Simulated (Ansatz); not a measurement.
A nudged elastic band was laid between two geometries of C2H10N2Si (15 atoms, charge 0, multiplicity 1).

All numbers below come from RKS PBE-D4/def2-SVP (Ansatz).

- movable images: 5
- climbing image: yes
- spring: 5.0 eV/Å²
- optimiser: quadratic models (default)
- start path: IDPP
- force threshold: 0.05 eV/Å
- iteration limit: 60
- end points: relaxed

Image 0:

```xyz
15
Properties=species:S:1:pos:R:3
N -0.492 1.777 1.782
C -0.583 0.915 0.604
C 0.290 -0.332 0.755
Si 0.153 -1.566 -0.683
N 0.550 -0.959 -2.277
H -1.074 2.614 1.652
H 0.473 2.124 1.876
H -1.647 0.605 0.493
H -0.315 1.416 -0.366
H 1.361 -0.035 0.852
H 0.032 -0.853 1.704
H -1.271 -2.054 -0.763
H 1.083 -2.717 -0.399
H -0.098 -0.307 -2.728
H 1.515 -0.681 -2.473
```

Image 6:

```xyz
15
Properties=species:S:1:pos:R:3
N -0.507 2.101 1.456
C -0.575 1.033 0.461
C 0.234 -0.247 0.745
Si 0.116 -1.565 -0.625
N 0.567 -1.043 -2.234
H -0.812 1.734 2.368
H 0.477 2.372 1.597
H -1.647 0.766 0.321
H -0.248 1.454 -0.517
H 1.309 0.008 0.891
H -0.102 -0.714 1.700
H -1.316 -2.025 -0.719
H 1.008 -2.721 -0.253
H -0.066 -0.422 -2.743
H 1.539 -0.781 -2.419
```

Problem. What changes between the two ends?

Solution. No bond is made or broken. The height of N1 over the plane of its neighbours goes from -0.40 to 0.41 Å.

Problem. What energy profile does the band end with?

Solution. The run converged. The highest image is number 3 of 0 to 6, 19.8 kJ/mol above the first end and 22.7 kJ/mol above the last; the last end lies 2.9 kJ/mol below the first. A vibrational analysis at the climbing image gives one clearly imaginary mode, 639i cm⁻¹: a first-order saddle point.

| image | path coordinate (Å) | energy (kJ/mol) | height of N1 over the plane of its neighbours (Å) |
| --- | --- | --- | --- |
| 0 | 0.00 | 0.0 | -0.40 |
| 1 | 0.31 | 1.1 | -0.39 |
| 2 | 0.63 | 7.1 | -0.30 |
| 3 | 0.94 | 19.8 | -0.01 |
| 4 | 1.26 | 6.3 | 0.29 |
| 5 | 1.57 | -1.3 | 0.39 |
| 6 | 1.89 | -2.9 | 0.41 |

Problem. What is the geometry of the highest image?

Solution. 
```xyz
15
Properties=species:S:1:pos:R:3
N -0.407 1.980 1.543
C -0.517 0.997 0.505
C 0.278 -0.304 0.746
Si 0.116 -1.598 -0.637
N 0.565 -1.080 -2.250
H -1.218 2.290 2.064
H 0.488 2.404 1.765
H -1.594 0.745 0.393
H -0.212 1.398 -0.499
H 1.360 -0.059 0.863
H -0.033 -0.764 1.711
H -1.325 -2.034 -0.726
H 0.987 -2.779 -0.289
H -0.052 -0.421 -2.732
H 1.541 -0.826 -2.428
```

Problem. What are the harmonic wavenumbers there?

Solution. 639i, 76, 89, 137, 151, 185, 268, 374, 409, 496, 651, 659, 744, 809, 826, 882, 884, 892, 972, 1020, 1107, 1156, 1208, 1306, 1341, 1374, 1421, 1498, 1536, 2144, 2150, 2839, 2950, 2985, 3008, 3482, 3572, 3576, 3702 cm⁻¹.

The band took 5 iterations and of the order of 110 core-seconds.

Time of the run: 59 s on 2 threads of AMD EPYC 7R13 Processor (Zen 3) (shared host), peak memory 0.18 GiB.
